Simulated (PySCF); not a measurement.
Dipole moment and polarisability of Ge(NH2)H3

Species: Ge(NH2)H3.
Cartesian coordinates in Å at the PBE0-D3(BJ)/def2-SVP level; atoms count from 1:
```
atom  x, y, z in Å
Ge1    0.0059    0.0183   -0.6921
N2     0.1196    0.2328    1.1307
H3     0.6848   -0.4758    1.5918
H4    -0.7820    0.2687    1.5998
H5     1.4471    0.0039   -1.2290
H6    -0.7666    1.2286   -1.2439
H7    -0.7088   -1.2765   -1.1573
```

Level: CAM-B3LYP/def2-SVPD (PySCF), static field, nuclei fixed, core orbitals frozen in the response. The polarisability tensor in these axes (au):

```
x   40.50  0.10  0.61
y    0.10 40.61  1.06
z    0.61  1.06 44.78
```

Q: Give the principal values, the mean and the anisotropy Δα = √{½[(α1 − α2)² + (α2 − α3)² + (α1 − α3)²]}.

A: Principal values 40.33, 40.44 and 45.12 au; mean 41.96 au = 6.22 Å³ = 6.92 × 10⁻⁴⁰ C²·m²/J; Δα = 4.73 au (11 % of the mean).

Q: What is the dipole moment, and where does it point?

A: (-0.49, -0.95, 0.39) D, 1.14 D in size, pointing from the negative to the positive side. Measured along this direction, the outermost atoms are H6 and H5 at the negative end and H7 at the positive end.

Q: Molar refractivity from α?

A: Lorentz–Lorenz: R = (4π/3)N_A α = 2.5225 cm³/(mol·Å³) × 6.22 Å³ = 15.7 cm³/mol, in the limit of long wavelengths.

Q: Rayleigh depolarisation ratio (linearly polarised light, static tensor)?

A: ρ = 3Δα²/(45ᾱ² + 4Δα²) = 67.1/(79237 + 89.5) = 0.000846.

Q: What would n − 1 = 2πNα be for an ideal gas of these molecules at 273.15 K and 1 atm, electronic part alone?

A: N = p/kT = 2.6868 × 10¹⁹ cm⁻³, so n − 1 = 2π × N × 6.22 × 10⁻²⁴ cm³ = 1050 × 10⁻⁶ at long wavelengths, for an ideal gas.

Geometry: PBE0-D3(BJ)/def2-SVP; no solvent, vibrations or thermal averaging. The calculation is non-relativistic, for germanium too.

These values come from a run that also computed excited states. Hardware: an Arm Neoverse V1 with one thread (shared host). Cost: 6.0 s wall.
